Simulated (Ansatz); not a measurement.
`C[S][SnH3]` + `[CH3]`• → `C[S][SnH2]`• + CH₄  (hydrogen abstraction from the Sn–H bond)

Computed with Ansatz on PBE0-D4/def2-TZVP structures; ΔE is electronic, products minus reactants. CBS: MP2 limit from def2 TZ/QZ plus the TZ coupled-cluster correction, frozen cores. This one scheme is used for every species. Functionals use def2-TZVPP. Open shells (•) are unrestricted, without spin–orbit coupling. def2 core potentials past Kr. For Sn outer-core shells are correlated without core-valence functions, which leaves a few kJ/mol of doubt a bond.

Task: Is it downhill or uphill in electronic energy at CCSD(T)/CBS, and by how much? (Estimate.)

Result: The calculation gave: Downhill: ΔE = -34.1 kcal/mol.

Task: What do these levels give: revPBE-D4, B97M-V, r2SCAN0-D4, PBE, revPBE, r2SCANh, r2SCAN0, CAM-B3LYP, MP2/def2-SVP, MP2/def2-TZVPP, SCS-MP2/def2-QZVPP, CCSD/CBS(def2)? (Estimate.)

Result: Ansatz gave: revPBE-D4 -38.7, B97M-V -34.8, r2SCAN0-D4 -34.0, PBE -39.6, revPBE -38.6, r2SCANh -34.8, r2SCAN0 -34.1, CAM-B3LYP -35.4, MP2/def2-SVP -36.2, MP2/def2-TZVPP -35.4, SCS-MP2/def2-QZVPP -34.6, CCSD/CBS(def2) -33.2 kcal/mol.

Largest T1 diagnostic among the species: 0.016.

Leaving LDA and LC-ωPBE aside and taking each functional with its dispersion term where it has one, the values, not all of them listed here, spread over 5.6 kcal/mol, from PBE-D4 to BHLYP-D4. LDA lies −3.9 kcal/mol from PBE without D4. At CCSD(T), def2-SVP lies −1.0 kcal/mol from the extrapolated value and def2-TZVPP +0.2 kcal/mol.
